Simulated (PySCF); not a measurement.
Start geometry of `BCC(F)(F)F` from GFN2-xTB (Å):
```
atom  x, y, z in Å
B1    -1.4666    0.1966    0.0265
C2     0.0349    0.5724    0.1741
C3     0.9767   -0.5492   -0.1529
F4     0.8933   -1.0017   -1.4027
F5     2.2842   -0.1805   -0.0349
F6     0.8378   -1.6007    0.6644
H7    -2.2555    1.0613    0.2342
H8    -1.8091   -0.8428   -0.2956
H9     0.3053    1.4277   -0.4442
H10    0.2493    0.8960    1.2100
```

Question: What comes out of this run: PBE0-D3(BJ)/def2-SVP geometry optimisation, gas phase in PySCF?

Answer: 
```
atom  x, y, z in Å
B1    -1.4370    0.2233   -0.2678
C2     0.0431    0.5684    0.0967
C3     1.0164   -0.5746    0.1062
F4     1.0876   -1.1689   -1.0905
F5     2.2547   -0.1775    0.4247
F6     0.6615   -1.5088    0.9965
H7    -2.2529    1.1137   -0.2568
H8    -1.7818   -0.8947   -0.5596
H9     0.4055    1.3400   -0.6062
H10    0.0630    1.0631    1.0838
```

The energy falls by 0.131 eV over 12 energy and gradient evaluations, the largest force component goes from 0.0361 to 2.7e-04 Eh/bohr, and the atoms move by 0.041 Å rms after alignment. The bond that changes most is B1–H8 (three-coordinate boron to B–H hydrogen), which lengthens by 0.065 Å. Bonds longer at the end by more than 0.005 Å: 5 of 9; shorter: 1. Among the angles that change most is F4–C3–F5, from 103.5° to 107.2°. Rotational constants go from 5378, 2851, 2805 to 5335, 2848, 2797 MHz. The orientation of the end geometry is arbitrary; only internal coordinates are fixed.

The run used 104 basis functions and 69 SCF cycles in all.

No frequency check. The numbers are those of one conformer.
